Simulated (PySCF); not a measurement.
Vertical excitations of a molecule C4H8BN from TDDFT-LC-ωPBE/def2-SVPD run with PySCF, as energy in eV (oscillator strength): 7.13 (0.008), 7.19 (0.001), 7.26 (0.297), 7.34 (0.000), 7.65 (0.000), 8.01 (0.003), 8.12 (0.048), 8.34 (0.038), 8.41 (0.000). Lowest triplet (TDA): 4.09 eV. The structure is a stationary point at B3LYP-D3(BJ)/def2-SVP. Other conformers were not sampled.

Problem. Which molecule gave these data?
A. C=C=CB(C)N
B. C#CBN(C)C
C. NB1CC=CC1
D. CC#CB(C)N

Solution. C, NB1CC=CC1
